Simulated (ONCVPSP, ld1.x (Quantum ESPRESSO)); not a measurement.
# Potentials for W compared

Generated with ld1.x 7.5 (TM, RRKJ, ultrasoft, PAW), atompaw 4.2 or ONCVPSP 4.0.1. The cutoff is in Ry: for ld1.x and atompaw files where the sum of valence levels is converged to 10 mRy in a Bessel basis, for ONCV files where the hardest occupied wave has 1 mHa per electron of residual kinetic energy. The error is the largest all-electron minus pseudo excitation energy over each file’s own four to seven test configurations (ionisations up to +4, promotions, holes and added fractions of an electron), all of which were solved. The labels leave out finer settings (local radius, basis sizes, second energies), which also bear on the numbers. Spin-polarised tests are not counted. The rows are a selection from randomly drawn settings: files with unsolved tests, undetermined cutoffs or missed reference levels are left out.

A true bound ghost makes a file unfit for plane-wave use even where its test errors are small: the radial tests pick states by their node count and pass the ghost by.

| potential | cutoff (Ry) | largest error (meV) | bound ghosts |
| --- | --- | --- | --- |
| ONCV, PBE, scalar-relativistic, rc 2.95/2.75/1.75/0.70 (spdf), local f, core correction no, reference 4f14 5d4.5 6s1.5, qcut 1.9/3/4.7/20.1, projectors 2/2/2/0 | 684 | +52 | s, p, d |
| ONCV, PBEsol, scalar-relativistic, rc 1.65/1.80/2.85/2.70 (spdf), local smoothed, core correction no, reference 5s2 5p6 5d4 6s2, qcut 8.2/6.5/6.2/4.7, projectors 2/1/2/2 | 47 | -8.0 | none |
| TM, PBE, scalar-relativistic, rc 2.00/3.60/2.05 (spd), local s, core correction yes, reference 5d4 6s1 6p0 | 30 | -803 | none |

**Question.** Fill in the row for W: ONCV, LDA (Perdew-Zunger), fully relativistic, rc 1.50/1.95/2.90 (spd), local smoothed, core correction yes, reference 5s2 5p6 5d4 6s1.5 6p0.5, qcut 6.8/6.9/4.5, projectors 2/3/2.

**Answer.** cutoff 42 Ry, largest error -452 meV, bound ghosts: none.

**Question.** Fill in the row for W: RRKJ, PBE, scalar-relativistic, rc 2.00/2.95/2.35 (spd), local s, core correction no, reference 5d4 6s1.5 6p0.

**Answer.** cutoff 30 Ry, largest error +75 meV, bound ghosts: none.
